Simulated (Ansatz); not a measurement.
Species: C3H11NO3Si, charge 0, multiplicity 1. 
Geometry from a B3LYP-D3(BJ)/def2-TZVP (Ansatz, a program for electronic structure) optimisation:
```
Si
O 1 1.6327
C 2 1.4184 1 127.09
H 3 1.0904 2 108.09 1 -160.73
H 3 1.0915 4 109.27 2 -121.25
H 3 1.0940 4 108.51 5 -118.49
O 1 1.6392 2 112.91 3 -93.13
C 7 1.4166 1 123.42 2 51.24
H 8 1.0901 7 108.26 1 171.82
H 8 1.0938 9 108.65 7 -120.65
H 8 1.0948 9 108.59 10 -118.07
O 1 1.6411 2 104.08 3 27.41
C 12 1.4186 1 123.24 2 178.86
H 13 1.0902 12 108.15 1 -173.26
H 13 1.0931 14 109.09 12 -120.96
H 13 1.0939 14 108.82 15 -118.27
N 1 1.6978 2 112.69 3 149.91
H 17 1.0064 1 121.22 2 -44.65
H 17 1.0066 18 112.07 1 -150.24
```
Charge 0, spin multiplicity 1.

Wanted: atomisation energy (electronic, to ground-state atoms), in kcal/mol. Correlated levels leave the core frozen unless marked. Open shells are spin-unrestricted. Spin-orbit coupling is left out. No relativistic terms. The coupled-cluster limit lacks core correlation, which all-electron functionals hold. Basis-set limits of correlation are two-point, X^-3; Hartree-Fock from the larger set. The bracket is a focal-point correction in the basis named.

```tsv
level	program	atomisation energy (kcal/mol)
HF/aug-cc-pV(Q+d)Z	Ansatz	1295.4
PBE0/STO-3G	Ansatz	1957.8
PBE0-D3(BJ)/def2-TZVPD	Ansatz + dftd3	1789.2
wB97M-V/def2-TZVPD	Ansatz	1799.7
B2GP-PLYP-D3(BJ)/def2-TZVPD	Ansatz + dftd3	1774.1
RI-MP2/CBS(aug-cc-pV(T+d)Z,aug-cc-pV(Q+d)Z)	Ansatz	1833.4
RI-MP2/CBS(cc-pV(T+d)Z,cc-pV(Q+d)Z)+[CCSD(T)-MP2]/cc-pV(T+d)Z	Ansatz	1800.9
```
